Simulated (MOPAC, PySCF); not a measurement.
C5H10, SMILES `C1CCCC1`, neutral singlet in the gas phase. 

Z-matrix (Å, degrees):
```
C
H 1 1.0923
H 1 1.0958 2 107.39
C 1 1.5234 2 113.56 3 121.23
H 4 1.0923 1 113.56 2 -72.38
H 4 1.0958 5 107.39 1 -121.23
C 1 1.5279 2 113.03 3 -121.73
H 7 1.0918 1 112.81 2 79.65
H 7 1.0940 8 106.84 1 120.16
C 4 1.5279 5 113.03 6 -121.73
H 10 1.0918 4 112.81 5 79.66
H 10 1.0940 11 106.84 4 120.16
C 7 1.5426 8 112.68 9 120.94
H 13 1.0919 7 110.86 8 -102.74
H 13 1.0919 14 106.49 7 -121.31
```
Charge 0, spin multiplicity 1.

All levels are single points at this geometry (PBE0-D3(BJ)/def2-TZVP); Pople sets use spherical d functions. Orbital energies aren't observables, and empty levels follow the basis.

SVWN5/6-31G* in PySCF gives HOMO (eV) = -7.09.

Question: Estimate the HOMO (eV) from each of these levels: PBE-D3(BJ)/def2-TZVP in PySCF; PBE0-D3(BJ)/def2-TZVP in PySCF; B3LYP/3-21G in PySCF; B3LYP/6-311+G** in PySCF; B3LYP/6-31G* in PySCF; BP86/6-31G* in PySCF; PBE/6-31G* in PySCF; HF/6-31G* in PySCF; HF/STO-3G in PySCF; AM1 in MOPAC; PM3 in MOPAC; PM7 in MOPAC.

Answer: 
| level | HOMO (eV) |
|---|---|
| PBE-D3(BJ)/def2-TZVP in PySCF | -7.30 |
| PBE0-D3(BJ)/def2-TZVP in PySCF | -8.69 |
| B3LYP/3-21G in PySCF | -8.33 |
| B3LYP/6-311+G** in PySCF | -8.53 |
| B3LYP/6-31G* in PySCF | -8.39 |
| BP86/6-31G* in PySCF | -7.25 |
| PBE/6-31G* in PySCF | -7.13 |
| HF/6-31G* in PySCF | -12.17 |
| HF/STO-3G in PySCF | -11.31 |
| AM1 in MOPAC | -11.18 |
| PM3 in MOPAC | -11.24 |
| PM7 in MOPAC | -11.12 |
